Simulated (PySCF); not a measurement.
B(Cl)(vinyl)(NH2) (C₂H₅BClN), SMILES C=CB(N)Cl. Geometry: PBE0-D3(BJ)/def2-SVP. The structure was generated by enumeration, and PubChem lists no compound with its InChIKey, so it may never have been made. One conformer was computed; it need not be the lowest.

Method: PBE0-D3(BJ)/def2-SVP (PySCF).

Harmonic wavenumbers (cm⁻¹): 81, 201, 297, 343, 450, 516, 590, 657, 680, 834, 987, 1025, 1051, 1115, 1295, 1380, 1443, 1594, 1704, 3141, 3174, 3236, 3635, 3747. Rotational constants (GHz): 7.236, 2.429, 1.850; symmetry number 1.

**Question.** Work out the zero-point energy and the ideal-gas rigid-rotor harmonic-oscillator thermochemistry at 298.15 K and 1 atm.

**Answer.** ZPE = ½ Σ hcν = ½ × 33176 cm⁻¹ = 47.43 kcal/mol. H − E(el) = 51.83 kcal/mol. Entropy in cal/(mol K): translation 39.38, rotation 26.69, vibration 11.76, total 77.84. G − E(el) = 28.62 kcal/mol. Cp = 22.81 cal/(mol K). Modes under 150 cm⁻¹ make the vibrational entropy uncertain.
